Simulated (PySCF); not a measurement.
Computed IR spectrum (relative IR intensity) of a molecule C3H5BN2O. The structure is a stationary point at TPSSh-D3(BJ)/def2-SVP. One conformer was computed; it need not be the lowest. Level of theory: TPSSh-D3(BJ)/def2-SVP in PySCF. No scaling factor is applied to the harmonic values.

ν (cm⁻¹): 385 (s), 483 (vw), 608 (vw), 705 (w), 827 (w), 929 (w), 1179 (w), 1217 (w), 1277 (s), 1362 (m), 1469 (m), 1577 (m), 1609 (vs), 1673 (vs), 3150 (w), 3178 (w), 3183 (vw), 3595 (m), 3702 (w) (against the strongest line: vs over 80 %, s over 45 %, m over 15 %, w over 4 %, vw less)

Q: Which molecule gave these data?
(A) NB1C=CN=CO1
(B) C#C/C=N/B(N)O
(C) C=C=C1NB(O)N1
(D) N#C/C=C/B(N)O

A: A, NB1C=CN=CO1
